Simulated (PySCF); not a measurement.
# Correlation energy of Ru²⁺ (ruthenium, charge +2)

[Kr] 4d5 5p1, high-spin 7P determinant (an excited configuration). Computed with PySCF 2.14 in aug-cc-pVTZ-PP with ECP28MDF, with scalar relativity through the core potential. Frozen: 4s2 4p6; 6 electrons correlated.

MP2 pair energies summed by pair of shells (mhartree):

```tsv
pair	energy	share (%)
4d-4d	-60.45	78.3
4d-5p	-16.72	21.7
```

Total MP2 correlation energy: -77.17 mhartree.

Same-spin part -77.17 and opposite-spin part 0.00 mhartree; SCS-MP2 scales them by 1/3 and 6/5 to -25.72 mhartree.
